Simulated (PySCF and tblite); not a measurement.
The numbers below are computed, except where a source is named.
C₇H₁₀O₃, numbered as in [CH3:1]/[C:2]([CH2:3][CH:4]=[O:5])=[C:6](/[CH3:7])[O:8][CH:9]=[O:10].

Free energies: PBE0-D3(BJ)/def2-SVP on GFN2-xTB structures plus GFN2-xTB thermal terms, symmetry and mirror images included. Conformers within 3 kcal/mol (GFN2-xTB free energy) were kept, 7 at most. Run with PySCF (density fitting) and tblite.

Rotational constants are equilibrium values for the commonest isotopes; dipoles come from the energy level named.

Torsions listed: C1–C2–C3–C4, C2–C3–C4–O5, C7–C6–O8–C9, C6–O8–C9–O10. Of a mirror pair one member is shown.

```tsv
conformer	shape	symmetry	weight %
1	89°, -112°, -57°, -2°	C1 (pair)	22.8
2	-92°, 117°, -57°, -2°	C1 (pair)	21.3
3	80°, -5°, 48°, 1°	C1 (pair)	20.4
4	98°, 112°, -56°, -3°	C1 (pair)	18.6
5	-96°, -5°, 55°, 3°	C1 (pair)	16.7
6	-99°, -107°, -121°, 0°	C1 (pair)	0.3
```

Sets of constants, in random order:

```csv
set,A (MHz),B (MHz),C (MHz),abs μa (D),abs μb (D),abs μc (D)
P,2998,686,614,0.94,0.35,0.31
Q,2196,760,705,1.26,1.21,2.53
R,2526,791,704,1.35,0.82,1.42
S,2425,793,663,0.12,2.69,0.31
T,2138,818,769,1.47,1.54,3.06
U,1943,959,873,0.84,0.88,2.62
```

Match each set to its conformer.

P is conformer 1, Q is conformer 2, R is conformer 5, S is conformer 4, T is conformer 3, U is conformer 6.


Conformer gaps in def2-SVP on xTB geometries can be 2 kcal/mol too large for S=O, P=O and other polar bonds.